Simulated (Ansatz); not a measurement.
Ansatz (a first-principles code) input (CCSD(T)/STO-3G):

Ansatz 0.2 input:
```yaml
crystal:
  periodic: [false, false, false]
  atoms:
    - {symbol: Si, position_ang: [0.22801377, -0.03904773, 0.13845387]}
    - {symbol: Cl, position_ang: [0.36091690, 1.60702398, -1.06314450]}
    - {symbol: Cl, position_ang: [-0.20650726, -1.64515960, -1.04588142]}
    - {symbol: Cl, position_ang: [-1.23848788, 0.22411605, 1.51297509]}
    - {symbol: O, position_ang: [1.60228748, -0.27443836, 0.96464162]}
    - {symbol: H, position_ang: [2.41883730, -0.41949223, 0.47737680]}
basis:
  gaussian:
    orbitals: STO-3G
magnetization: {spin_polarized: false}
correlation: {method: ccsd_t, electrons: outside_noble_gas}
```

Output:

```
Functional definition: HF
integrals: 0.01 GiB planned
476 factors; integrals over basis functions are off by at most 4.2e-5 eV
mean field: 0.17 GiB planned
mean field evaluation 1: about -46907.0328 eV, gradient 3.0e1 eV
mean field evaluation 2: about -46907.0836 eV, gradient 3.0e1 eV
mean field evaluation 4: about -46910.8926 eV, gradient 1.2e0 eV
mean field evaluation 8: about -46910.8994 eV, gradient 9.4e-6 eV
mean field evaluation 16: about -46910.8218 eV, gradient 3.7e-2 eV
mean field -46910.89939196 eV, -1723.9437553050 hartree, gradient 1.7e-6 eV, S^2 0.000000; 0 other end points of the search recorded, 0 dependent functions left out
21 core orbitals not correlated
reference -46910.89939196 eV, -1723.9437553050 hartree; 16, 16 occupied and 5, 5 virtual orbitals, 476 factors
second order -2.20405443 eV of doubles, -0.00000000 eV of singles
coupled cluster: 0.06 GiB planned
cycle   1  -2.49829289 eV  change   -2.9e-1 eV  update   6.5e-2
cycle   2  -2.65747463 eV  change   -1.6e-1 eV  update   1.9e-2
cycle   3  -2.68728039 eV  change   -3.0e-2 eV  update   8.1e-3
cycle   4  -2.68883528 eV  change   -1.6e-3 eV  update   1.7e-3
cycle   5  -2.68866325 eV  change    1.7e-4 eV  update   5.7e-4
cycle   6  -2.68863461 eV  change    2.9e-5 eV  update   1.5e-4
cycle   7  -2.68860904 eV  change    2.6e-5 eV  update   4.0e-5
cycle   8  -2.68859776 eV  change    1.1e-5 eV  update   1.3e-5
perturbative correction -0.08368861 eV, -0.0030754997 hartree
Total energy: -46913.67167834 eV, -1724.0456349500 hartree
```
